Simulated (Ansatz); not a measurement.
Reactions of C3H3FS, SMILES `FC1C=C1S`.

Gas-phase electronic energies from Ansatz, PBE0-D4/def2-TZVP geometries. CBS: MP2 limit from def2 TZ/QZ plus the TZ coupled-cluster correction, frozen cores. This one scheme is used for every species, atoms too. DFT in def2-TZVPP. No spin–orbit coupling; open shells (•) take unrestricted orbitals. Spin–orbit coupling would lower the free atoms: a little for C, F, S. For Br outer-core shells are correlated without core-valence functions, so the limit isn't a true one: a few kJ/mol of doubt a bond, and 10 to 20 or more in all where bonds break to atoms. Scalar relativity is left out up to krypton. Each species was taken in one conformer, which may not be the lowest.

```csv
reaction,r2SCAN-D4 (kcal/mol),MP2/CBS(def2) (kcal/mol),HF/CBS(def2) (kcal/mol),B2PLYP (kcal/mol),CCSD(T)/CBS(def2) (kcal/mol)
`FC1C=C1S` + H₂ → `FC1C=C1` + H₂S,-7.9,-8.8,-17.6,-10.8,-11.3
`FC1C=C1S` → 3 C• + F• + 3 H• + S•,768.6,784.1,523.2,752.1,757.6
`FC1C=C1S` + HBr → `FC1C=C1Br` + H₂S,8.2,7.1,7.0,7.0,6.9
`FC1C=C1S` + H₂ → `SC1=CC1` + H–F,-12.1,-18.0,-16.2,-15.0,-17.1
```

Largest T1 diagnostic: 0.012, for `FC1C=C1S`.
